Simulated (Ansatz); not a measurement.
Ansatz (a program for electronic structure) input (BLYP/def2-TZVPD):

Ansatz 0.2 input:
```yaml
crystal:
  periodic: [false, false, false]
  atoms:
    - {symbol: In, position_ang: [0.00000000, 0.00000000, 0.00000000]}
    - {symbol: F, position_ang: [0.00000000, 0.00000000, 1.85519857]}
    - {symbol: F, position_ang: [-0.00000000, -0.00000000, -1.85519857]}
basis:
  gaussian:
    orbitals: def2-TZVPD
hamiltonian:
  xc: {name: BLYP}
total_charge: 1
output: {forces: true}
```

End of the output:

```
825 factors; their error is unknown
mean field: 0.37 GiB planned
mean field evaluation 1: about -10573.6392 eV, gradient 1.4e2 eV
mean field evaluation 2: about -10290.0468 eV, gradient 3.4e2 eV
mean field evaluation 4: about -10600.5632 eV, gradient 1.4e1 eV
mean field evaluation 8: about -10600.9419 eV, gradient 1.2e-1 eV
mean field evaluation 16: about -10600.9381 eV, gradient 1.8e-4 eV
mean field -10600.93813297 eV, -389.5772908126 hartree, gradient 6.4e-6 eV, S^2 0.000000; 0 other end points of the search recorded, 0 dependent functions left out
the calculation of the forces begins
reference -10600.93843993 eV, -389.5773020934 hartree; 19, 19 occupied and 117, 117 virtual orbitals, 825 factors
Total energy: -10600.93843993 eV, -389.5773020934 hartree
Atom 0 at     0.000000     0.000000     0.000000 Å, force    -0.000000    -0.000000    -0.000000 eV/Å
Atom 1 at     0.000000     0.000000     1.855199 Å, force     0.000000     0.000000     0.633634 eV/Å
Atom 2 at    -0.000000    -0.000000    -1.855199 Å, force     0.000000     0.000000    -0.633634 eV/Å
Dipole moment:     0.000000     0.000000    -0.000000 e Å
```
